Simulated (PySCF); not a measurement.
Computed IR spectrum (relative IR intensity) of a molecule H8N2Si2. Geometry: PBE0-D3(BJ)/def2-SVP. The values are those of a single conformer. Method: PBE0-D3(BJ)/def2-SVP run with PySCF. Frequencies are harmonic and unscaled.

Lines under 2 % of the strongest are left out, and lines within 2 cm⁻¹ are merged.

```csv
ν (cm⁻¹),relative intensity
274,3.0
288,23
411,36
421,29
433,22
493,51
569,8.4
679,11
713,8.0
752,11
791,25
830,74
859,24
898,100
944,14
958,24
990,40
1533,20
1552,13
2145,54
2166,78
2208,45
2224,47
3586,11
3591,8.2
3682,11
3704,19
```

Question: Which molecule gave these data?
A) N[SiH](N)[SiH3]
B) N[SiH2][SiH2]N
C) N[SiH2]N[SiH3]

Answer: B, N[SiH2][SiH2]N
